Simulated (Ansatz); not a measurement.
The molecule Mg₂-, multiplicity 2 (lowest of 2S+1 = 2, 4 at CCSD(T)/def2-TZVPP on PBE0 minima; our sources give no spin for the ground state, which may be another).

Constants: fifth-degree fit in 1/R to seven points, most abundant isotopes. Runs in def2 and cc sets follow the lowest solution found near the PBE0 minimum.

Run with Ansatz (a quantum-chemistry and plane-wave program) with Gaussian orbitals. Values without a source in brackets are computed.

Energies at SVWN5/def2-TZVPP:

```tsv
R (Å)	E (hartree)
2.905671	-398.25661597
2.983780	-398.25706046
3.055641	-398.25715081
3.136875	-398.25696699
3.218108	-398.25655230
3.311840	-398.25586654
3.421193	-398.25487853
```

With a reduced mass of 11.9925 u, find the minimum, the force constant and the constants.

A fifth-degree polynomial in 1/R puts the minimum at r_e = 3.0441 Å with force constant 21.0 N/m. Then ω_e = (1/2πc)√(k/μ) = 172 cm⁻¹ and B_e = h/(8π²cμr_e²) = 0.1517 cm⁻¹; the cubic and quartic terms give α_e = 0.0019 and ω_e x_e = 1.9 cm⁻¹.
